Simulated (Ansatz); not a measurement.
Input file for Ansatz (a program for electronic structure): R-CCSD(T)/cc-pVDZ on CH2Li2 (SMILES [Li][CH2][Li]).

Ansatz 0.2 input:
```yaml
crystal:
  periodic: [false, false, false]
  atoms:
    - {symbol: C, position_ang: [0.13826758, -0.00000000, -0.00000000]}
    - {symbol: H, position_ang: [0.79329488, 0.62728643, 0.62728643]}
    - {symbol: H, position_ang: [0.79329488, -0.62728643, -0.62728643]}
    - {symbol: Li, position_ang: [-0.86242867, 1.17128003, -1.17128003]}
    - {symbol: Li, position_ang: [-0.86242867, -1.17128003, 1.17128003]}
basis:
  gaussian:
    orbitals: cc-pVDZ
magnetization: {spin_polarized: false}
correlation: {method: ccsd_t, electrons: outside_noble_gas}
scf: {lower_state_search: off}
```

Task: What total energy does the run end on?

Result: -54.0419 hartree (reference determinant -53.8370, T1 diagnostic 0.027).
